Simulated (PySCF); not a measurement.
# Stationary points of HfCl₃

Level of theory: PySCF, PBE, basis Hf def2-SVP with ECP60, Cl def2-SVP (scalar-relativistic core potentials, no spin–orbit coupling, density fitting).

Relaxations began from a few typed shapes; open shells are unrestricted. The search is not exhaustive: other isomers or separated fragments can lie lower, and high-lying points may rest on an excited occupation.

| spin | group | bonds | angles | imaginary modes (cm⁻¹) | ΔE (kJ/mol) | ΔE with ZPE (kJ/mol) |
| --- | --- | --- | --- | --- | --- | --- |
| doublet | C2v | Hf–Cl 2.343 Å (×3) | Cl–Hf–Cl 120.0° (×3) | none | 0.0 | 0.0 |
| doublet | D3h | Hf–Cl 2.343 Å (×3) | Cl–Hf–Cl 120.0° (×3) | none | 0.0 | 0.0 |

The lowest minimum found is the doublet C2v: Hf–Cl 2.343 Å (×3); Cl–Hf–Cl 120.0° (×3).

Formally Hf is in oxidation state +3, d1, with 1 unpaired electron. The Mulliken spin on Hf is 1.08. The polar-tensor charge on Hf, 1.42, is far below the formal one.

For the lowest minimum: with open d or f shells other occupations or spin states may lie lower. With an element this heavy the missing spin–orbit coupling can shift these numbers.
